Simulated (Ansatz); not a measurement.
Geometry optimisation, Ansatz, RHF/6-31G.

The input (input.yaml):

```yaml
crystal:
  periodic: [false, false, false]
  atoms:
    - { symbol: C, position_ang: [0.7907, -2.1263, -0.0572] }
    - { symbol: Si, position_ang: [0.6735, -0.2322, -0.02] }
    - { symbol: S, position_ang: [1.3356, 0.5032, -1.9485] }
    - { symbol: C, position_ang: [-0.9469, 0.4148, 0.3755] }
    - { symbol: C, position_ang: [-1.2216, 1.8999, 0.3883] }
    - { symbol: F, position_ang: [-1.385, -0.0704, 1.6] }
    - { symbol: F, position_ang: [-1.8867, -0.1268, -0.5009] }
    - { symbol: H, position_ang: [0.4917, -2.4901, 0.8901] }
    - { symbol: H, position_ang: [1.7548, -2.4204, -0.2586] }
    - { symbol: H, position_ang: [0.064, -2.4808, -0.8032] }
    - { symbol: H, position_ang: [1.6667, 0.2575, 0.9932] }
    - { symbol: H, position_ang: [2.5877, -0.086, -1.8866] }
    - { symbol: H, position_ang: [-2.3075, 2.1643, 0.6649] }
    - { symbol: H, position_ang: [-0.5994, 2.3992, 1.1624] }
    - { symbol: H, position_ang: [-1.0396, 2.3433, -0.57] }
basis:
  gaussian: { orbitals: "6-31G" }
hamiltonian:
  xc: hf
relax:
  f_tol: 0.015
  max_steps: 40
```

Command:

```bash
$ ansatz run input.yaml --threads 1 --pin off --max-ram 2048MiB --backend cpu --events-out ev --progress --plain --runs-dir out
```

**Question.** Where does it end, and by what steps?

**Answer.** It converged. Limits of this set-up: no polarisation functions. After 27 steps the energy has fallen by 0.773 eV; H12 moved furthest, 1.56 Å.

```json
{"step": "0", "energy less start (eV)": "0.0000", "largest force component (eV/Å)": "4.603", "accepted": "yes"}
{"step": "1", "energy less start (eV)": "-0.6394", "largest force component (eV/Å)": "1.388", "accepted": "yes"}
{"step": "2", "energy less start (eV)": "-0.7312", "largest force component (eV/Å)": "0.417", "accepted": "yes"}
{"step": "3", "energy less start (eV)": "-0.7348", "largest force component (eV/Å)": "0.264", "accepted": "yes"}
{"step": "4", "energy less start (eV)": "-0.7410", "largest force component (eV/Å)": "0.125", "accepted": "yes"}
{"step": "5", "energy less start (eV)": "-0.7442", "largest force component (eV/Å)": "0.031", "accepted": "yes"}
{"step": "6", "energy less start (eV)": "-0.7448", "largest force component (eV/Å)": "0.023", "accepted": "yes"}
{"step": "7", "energy less start (eV)": "-0.7457", "largest force component (eV/Å)": "0.035", "accepted": "yes"}
{"step": "8", "energy less start (eV)": "-0.7463", "largest force component (eV/Å)": "0.061", "accepted": "yes"}
{"step": "9", "energy less start (eV)": "-0.7469", "largest force component (eV/Å)": "0.127", "accepted": "yes"}
{"step": "10", "energy less start (eV)": "-0.7478", "largest force component (eV/Å)": "0.145", "accepted": "yes"}
{"step": "11", "energy less start (eV)": "-0.7488", "largest force component (eV/Å)": "0.222", "accepted": "yes"}
{"step": "12", "energy less start (eV)": "-0.7494", "largest force component (eV/Å)": "0.257", "accepted": "yes"}
{"step": "13", "energy less start (eV)": "-0.7502", "largest force component (eV/Å)": "0.280", "accepted": "yes"}
{"step": "14", "energy less start (eV)": "-0.7531", "largest force component (eV/Å)": "0.113", "accepted": "yes"}
{"step": "15", "energy less start (eV)": "-0.7565", "largest force component (eV/Å)": "0.094", "accepted": "yes"}
{"step": "16", "energy less start (eV)": "-0.7531", "largest force component (eV/Å)": "0.465", "accepted": "no"}
{"step": "17", "energy less start (eV)": "-0.7595", "largest force component (eV/Å)": "0.061", "accepted": "yes"}
{"step": "18", "energy less start (eV)": "-0.7613", "largest force component (eV/Å)": "0.190", "accepted": "yes"}
{"step": "19", "energy less start (eV)": "-0.7630", "largest force component (eV/Å)": "0.214", "accepted": "yes"}
{"step": "20", "energy less start (eV)": "-0.7694", "largest force component (eV/Å)": "0.028", "accepted": "yes"}
{"step": "21", "energy less start (eV)": "-0.7714", "largest force component (eV/Å)": "0.039", "accepted": "yes"}
{"step": "22", "energy less start (eV)": "-0.7610", "largest force component (eV/Å)": "0.652", "accepted": "no"}
{"step": "23", "energy less start (eV)": "-0.7724", "largest force component (eV/Å)": "0.037", "accepted": "yes"}
{"step": "24", "energy less start (eV)": "-0.7723", "largest force component (eV/Å)": "0.138", "accepted": "no"}
{"step": "25", "energy less start (eV)": "-0.7729", "largest force component (eV/Å)": "0.018", "accepted": "yes"}
{"step": "26", "energy less start (eV)": "-0.7728", "largest force component (eV/Å)": "0.056", "accepted": "no"}
{"step": "27", "energy less start (eV)": "-0.7730", "largest force component (eV/Å)": "0.013", "accepted": "yes"}
```

```xyz
15
Properties=species:S:1:pos:R:3
C 0.616 -2.288 0.007
Si 0.817 -0.406 0.007
S 1.525 0.232 -2.021
C -0.911 0.412 0.392
C -1.109 1.892 0.267
F -1.197 0.033 1.724
F -1.880 -0.238 -0.391
H 0.207 -2.611 0.957
H 1.568 -2.779 -0.149
H -0.065 -2.594 -0.776
H 1.763 0.128 1.022
H 2.138 1.402 -1.724
H -2.118 2.141 0.568
H -0.414 2.421 0.905
H -0.962 2.204 -0.757
```

Whether the end is a true minimum wasn't checked by a vibrational analysis.

Time of the run: 90 s on 1 thread of Arm Neoverse V2, on a shared host, peak memory 0.21 GiB.
